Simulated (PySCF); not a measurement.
## Structure elucidation problem

An unknown has the formula C$_{4}$H$_{11}$OPSi$_{2}$. Its calculated NMR data are:

¹H NMR (300 MHz, computed): δ 7.59 (m, 1H), 6.93 (m, 1H), 4.70 (m, 1H), 3.62 (m, 3H), 2.26 (s, 3H), 1.09 (m, 2H).

¹³C{¹H} NMR (computed): δ 197.5 (C), 150.6 (CH), 149.5 (CH), 33.7 (CH3).

[PySCF 2.14: geometry from GFN2-xTB; shieldings: GIAO PBE0/pcSseg-1; single conformer; equivalent nuclei averaged; relativity neglected; no solvent]

Shifts are taken against calculated references (same method and geometry level): ¹H (σref 31.72) and ¹³C (σref 186.93) vs TMS.

Task: Deduce the structure.

Result: 
1. 4 carbon signals for 4 carbons: no two carbons are equivalent.
2. Carbon types of the structure: 1 × C, 2 × CH, 1 × CH3, leaving 6 H on heteroatoms.
3. δC 197.5: ketone carbonyl carbon; low-lying n→π* states of the double bond to the heteroatom give a large paramagnetic term (-258 ppm).
4. δC 150.6: α carbon of a C=C–C=O unit; as expected for a trigonal carbon in a double bond.
5. δC 149.5: β carbon of a C=C–C=O unit; conjugation with the carbonyl draws π density from the β position.
6. δC 33.7: methyl carbon α to a carbonyl; the adjacent C=O deshields it moderately.
7. δH 7.59: hydrogen on a β carbon of a C=C–C=O unit; olefinic region.
8. δH 6.93: hydrogen on an α carbon of a C=C–C=O unit; a vinylic proton, deshielded by the sp2 carbon and the C=C anisotropy.
9. δH 2.26: hydrogen on a methyl carbon α to a carbonyl; α to C=O.

The compound is `C(C)(=O)/C=C/[Si@H]([SiH3])P`.

The shifts were computed for this structure.

Splittings by ³¹P in the carbon and heteronuclear signals aren't shown, as no couplings were computed. Shifts are as computed. Against solution values, carbons near 30 ppm lie about +3 ppm off and those near 130 ppm about +5 ppm. Of 1309 compounds with measured shifts, 239 miss one by over three times the rms of a fit or turn the order of signals round; such compounds aren't used in these exercises. No couplings were computed; multiplicities are counted from neighbouring protons, with m where these are inequivalent, close in shift, in a saturated or five-membered ring or joined by F or P, and br s for small geminal =CH2 splittings.
